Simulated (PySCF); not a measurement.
C₅H₇F, SMILES F[C@H]1C[C@H]1C=C. Coordinates come from a PBE-D3(BJ)/def2-SVP optimisation. One conformer was computed; it need not be the lowest.

Computed equilibrium geometry at PBE-D3(BJ)/def2-SVP (PySCF confirms it by a frequency run) as a Z-matrix (one conformer of several):
```
C
H 1 1.1030
C 1 1.4783 2 115.14
C 3 1.3460 1 124.84 2 5.04
H 4 1.1003 3 121.28 1 -179.73
H 4 1.1026 5 117.16 3 -179.93
H 3 1.1040 4 119.52 5 -0.37
C 1 1.5159 2 115.79 3 -146.44
F 8 1.3712 1 117.95 2 145.24
H 8 1.1042 9 111.72 1 143.26
C 8 1.4907 10 120.54 9 -145.02
H 11 1.1009 8 119.54 10 -0.36
H 11 1.1015 12 115.07 8 -145.67
```
Charge 0, spin multiplicity 1.
